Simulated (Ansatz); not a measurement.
Gas-phase electronic energies from Ansatz, PBE0-D4/def2-TZVP geometries. CBS: MP2 limit from def2 TZ/QZ plus the TZ coupled-cluster correction, frozen cores. This one scheme is used for every species, atoms too. Open shells (•) are unrestricted, without spin–orbit coupling. Spin–orbit coupling would lower the free atoms: a little for C, F, O, Si. One conformer a species, not always the lowest.

Consider the atomization: `C[SiH2]C(O)F` → 2 C• + F• + 7 H• + O• + Si•.

```json
{"species": "`C[SiH2]C(O)F`", "MP2/CBS(def2) energy (Eh)": "-544.28170"}
{"species": "C•", "MP2/CBS(def2) energy (Eh)": "-37.76950"}
{"species": "F•", "MP2/CBS(def2) energy (Eh)": "-99.65324"}
{"species": "H•", "MP2/CBS(def2) energy (Eh)": "-0.50000"}
{"species": "O•", "MP2/CBS(def2) energy (Eh)": "-74.98686"}
{"species": "Si•", "MP2/CBS(def2) energy (Eh)": "-288.92319"}
```

(1) Work out ΔE.

Largest T1 diagnostic among the species: 0.012.

Answers

(1) ΔE = 7 × (-0.50000) + 2 × (-37.76950) + (-99.65324) + (-74.98686) + (-288.92319) − (-544.28170) = 1.67941 Eh = +4409.3 kJ/mol. CCSD(T)/CBS gives +4348.8 kJ/mol.

From PBE to PBE0 (25 % exact exchange), in def2-TZVPP and without D4, ΔE moves by −77.4 kJ/mol: exact exchange takes away binding that semilocal exchange gives to molecules. In def2-TZVPP, CCSD(T) changes the Hartree–Fock value by +1079.0 kJ/mol (the triples alone add +58.8 kJ/mol) and MP2 by +1139.5 kJ/mol; breaking electron pairs costs correlation energy, which Hartree–Fock lacks. The D4 term adds +34.2 kJ/mol with B3LYP and +18.0 kJ/mol with PBE0; it sums over pairs of atoms, weighted by their polarisabilities, and B3LYP, whose exchange is more repulsive, gets the larger term.

B3LYP here is the variant with VWN-RPA as its local correlation; programs differ in this.

For atomizations the MP2-based limit and the directly extrapolated one differ by several kJ/mol either way, and by 10 to 25 for some Ge, Se and Sn compounds, so smaller differences from it don't rank the levels.
